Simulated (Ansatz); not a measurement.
Cartesian coordinates in Å:
```
C -1.9044 2.2753 1.5479
C -1.5483 1.1318 1.4969
C -1.1311 -0.2585 1.4461
O -0.7389 -0.6531 0.1308
C 0.5500 -0.4187 -0.1887
O 1.3501 0.0575 0.5699
C 0.8162 -0.8395 -1.5794
C 2.0275 -0.7055 -2.1009
H -2.2116 3.2935 1.5921
H -0.3044 -0.4260 2.1402
H -1.9635 -0.9130 1.7087
H -0.0165 -1.2511 -2.1371
H 2.8326 -0.2861 -1.5077
H 2.2425 -1.0066 -3.1188
```

The species carries charge 0 and has multiplicity 1.

(1) List the r2SCAN/def2-TZVPP orbital energies in eV (Ansatz 0.2.0). (Best estimate.)

Answers

(1) Ansatz gave: Occupied: -517.31, -515.43, -276.58, -275.44, -273.71, -273.69, -273.39, -273.18, -29.45, -27.01, -21.22, -20.48, -18.88, -16.65, -14.78, -13.88, -13.44, -12.81, -12.58, -11.60, -10.97, -10.88, -9.87, -9.34, -8.03, -7.46, -7.35, -7.02, -6.87. Lowest empty: -2.31, -0.33, 0.30, 1.27, 1.71, 2.20, 2.68, 2.69.
